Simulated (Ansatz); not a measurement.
Calculated with Ansatz (gas phase, PBE0-D4/def2-TZVP geometries, no zero-point term in ΔE). CBS: MP2 limit from def2 TZ/QZ plus the TZ coupled-cluster correction, frozen cores. This one scheme is used for every species. DFT in def2-TZVPP. B3LYP here is the variant with VWN-RPA as its local correlation; programs differ in this. For Ge outer-core shells are correlated without core-valence functions, which leaves a few kJ/mol of doubt a bond. Scalar relativity is left out up to krypton. One conformer a species, not always the lowest.

Reaction (formal exchange of groups at the Si–Ge bond): `S[SiH2][SiH2][GeH3]` + ethylene → `C=C[SiH2][SiH2]S` + GeH₄

(1) Is it downhill or uphill in electronic energy at CCSD(T)/CBS, and by how much? (Best estimate.)

(2) What do these levels give: PBE-D4, PBE0-D4, ωB97M-V, PBE, PBE0, B3LYP, MP2/def2-TZVPP, SCS-MP2/def2-TZVPP, CCSD/def2-TZVPP, MP2/def2-QZVPP, HF/CBS(def2), MP2/CBS(def2)? (Best estimate.)

Largest T1 diagnostic among the species: 0.012.

Results:

(1) Ansatz gave: Uphill: ΔE = +5.6 kcal/mol.

(2) Computed: PBE-D4 6.4, PBE0-D4 6.2, ωB97M-V 4.6, PBE 6.7, PBE0 6.5, B3LYP 5.6, MP2/def2-TZVPP 4.3, SCS-MP2/def2-TZVPP 4.1, CCSD/def2-TZVPP 5.5, MP2/def2-QZVPP 4.4, HF/CBS(def2) 4.0, MP2/CBS(def2) 4.6 kcal/mol.
